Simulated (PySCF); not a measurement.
# NMR problem set

[PySCF 2.14: coordinates at the GFN2-xTB level; PBE0/pcSseg-1 with gauge-including orbitals; in vacuum; fast rotation and ring inversion assumed for equivalent nuclei; relativity neglected; single conformer]

Referencing at the same level of theory: ¹H (31.72 ppm) and ¹³C (186.93 ppm) vs TMS. Splittings of carbon signals by F and P are missing where no couplings were computed. Where no couplings were computed, multiplicities follow the n + 1 count of equivalent neighbours, and m marks all less simple cases (inequivalent or close neighbours, rings, F or P nearby). Shifts are as computed. Against solution values, carbons near 30 ppm lie about +3 ppm off and those near 130 ppm about +5 ppm. Of 1211 compounds with measured shifts, 218 miss one by over three times the rms of a fit or turn the order of signals round; such compounds aren't used in these exercises.

Question: C4H9PSi. ¹H NMR (400 MHz, computed): δ 0.22 (s, 9H). ¹³C{¹H} NMR (computed): δ 218.2 (C), 1.4 (CH3). Give a structure.

Answer: `InChI=1S/C4H9PSi/c1-6(2,3)4-5/h1-3H3`. 2 carbon signals for 4 carbons: some carbons are equivalent by symmetry or fast rotation. Carbon types of the structure: 1 × C, 3 × CH3, which accounts for all hydrogens. δC 218.2: carbon bonded to P, Si. δC 1.4: methyl carbon bonded to Si; an electropositive neighbour leaves it electron-rich and shielded. δH 0.22: hydrogen on a methyl carbon bonded to Si; an electropositive neighbour shields it, as in TMS itself.

The shifts were computed for this structure.

Question: C9H12FN. ¹H NMR (300 MHz, computed): δ 4.95 (m, 1H), 2.37 (m, 1H), 2.15 (m, 1H), 2.03 (m, 1H), 2.00 (m, 1H), 1.94 (m, 1H), 1.81 (m, 1H), 1.68 (m, 1H), 1.61 (m, 1H), 1.39 (m, 1H), 1.37 (m, 1H), 1.24 (m, 1H). ¹³C{¹H} NMR (computed): δ 127.1 (C), 92.0 (CH), 38.5 (CH2), 35.7 (CH), 33.5 (CH2), 26.7 (CH), 25.1 (CH2), 23.8 (CH2), 22.9 (CH). Identify the compound.

Answer: SMILES N#C[C@@H]1C[C@H]2CC[C@@H]1[C@@H](F)C2. The formula gives 4 degrees of unsaturation (2 rings in the answer). 9 carbon signals for 9 carbons: no two carbons are equivalent. Carbon types of the structure: 1 × C, 4 × CH, 4 × CH2, which accounts for all hydrogens. δC 127.1: nitrile carbon; this is the usual window of a C≡N carbon, which has no attached hydrogen. δC 92.0: sp3 CH bonded to F; the inductive effect lowers its shielding. δC 38.5, 33.5, 25.1, 23.8: sp3 CH2 in a ring; a saturated carbon with 2 carbon neighbours and no heteroatom attached. δC 22.9: sp3 CH α to a nitrile; aliphatic region, no heteroatom directly attached.

The shifts were computed for this structure.
